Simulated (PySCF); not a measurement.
Isomers of C7H5FO2, one GFN2-xTB conformer each. Single-point energies are computed at PBE0/pcSseg-1 (PySCF, gas phase, no added dispersion term), electronic only.

Task: Rank them by PBE0/pcSseg-1 energy, lowest first (kJ/mol).
A. `[O:1]=[C:2]([OH:3])[c:4]1[cH:5][cH:6][cH:7][c:8]([F:9])[cH:10]1` with O1–C2–O3–H 0°, O1–C2–C4–C5 0°
B. `[CH2:1]=[CH:2][c:3]1[cH:4][cH:5][o:6][c:7]1[C:8](=[O:9])[F:10]` with C1–C2–C3–C4 0°, O6–C7–C8–O9 180°
C. `[CH2:1]=[CH:2][c:3]1[cH:4][o:5][c:6]([C:7](=[O:8])[F:9])[cH:10]1` with C1–C2–C3–C4 180°, O5–C6–C7–O8 0°
D. `CC1=C(F)C(=O)C(=O)C=C1`
E. `[O:1]=[C:2]([F:3])[c:4]1[cH:5][cH:6][c:7]([OH:8])[cH:9][cH:10]1` with O1–C2–C4–C5 179°, C6–C7–O8–H 180°
F. `[O:1]=[C:2]([OH:3])[c:4]1[cH:5][cH:6][c:7]([F:8])[cH:9][cH:10]1` with O1–C2–O3–H 0°, O1–C2–C4–C5 0°
G. `[CH:1]#[C:2][C:3]1=[CH:4][O:5][C:6]([CH2:7][F:8])=[CH:9][O:10]1` with O5–C6–C7–F8 180°
H. `[O:1]=[C:2]([OH:3])[c:4]1[cH:5][cH:6][cH:7][cH:8][c:9]1[F:10]` with O1–C2–O3–H 0°, O1–C2–C4–C5 0°
I. `[CH2:1]=[CH:2][c:3]1[cH:4][c:5]([F:6])[o:7][c:8](=[O:9])[cH:10]1` with C1–C2–C3–C4 0°

Result: F (0.0), A (3.8), E (8.8), H (16.9), B (144.0), C (149.1), I (155.5), D (199.2), G (478.1).

As drawn, the lowest has an aromatic ring, a C=O bond and an O–H bond, which the highest lacks; the highest has a C≡C bond and a C=C bond outside aromatic rings, which the lowest lacks. Neighbours under 10 kJ/mol apart (O=C(O)c1ccc(F)cc1 and O=C(O)c1cccc(F)c1; O=C(O)c1cccc(F)c1 and O=C(F)c1ccc(O)cc1; O=C(F)c1ccc(O)cc1 and O=C(O)c1ccccc1F; C=Cc1ccoc1C(=O)F and C=Cc1coc(C(=O)F)c1; others) can change places with a better method, another conformer or zero-point energy. GFN2-xTB itself gives, in the same order: 0.0, 1.8, 14.1, 11.6, 98.0, 104.3, 110.1, 195.8, 307.4. Both levels put the same isomer lowest; measured from each level's own lowest isomer, the values differ by up to 170.7 kJ/mol (C#CC1=COC(CF)=CO1: 307.4 against 478.1).

Task: Which frontier levels, dipoles and rotational constants go with these structures?

Result: 
```tsv
SMILES	HOMO (eV, PBE0/pcSseg-1)	LUMO (eV)	dipole (D)	A, B, C (MHz)
O=C(O)c1ccc(F)cc1	-7.69	-1.52	1.50	3902, 779.3, 649.6
O=C(O)c1cccc(F)c1	-7.61	-1.73	0.49	2659, 942.4, 695.8
O=C(F)c1ccc(O)cc1	-7.36	-1.71	4.71	3839, 787.3, 653.3
O=C(O)c1ccccc1F	-7.64	-1.63	1.89	2317, 1225, 801.3
C=Cc1ccoc1C(=O)F	-7.28	-2.20	4.65	2018, 1205, 754.6
C=Cc1coc(C(=O)F)c1	-7.20	-1.95	4.65	3266, 790.3, 636.3
C=Cc1cc(F)oc(=O)c1	-7.12	-2.41	5.18	1966, 1112, 710.4
CC1=C(F)C(=O)C(=O)C=C1	-7.57	-3.87	6.13	2117, 1279, 801.4
C#CC1=COC(CF)=CO1	-5.85	-1.07	1.68	4592, 705.6, 614.0
```
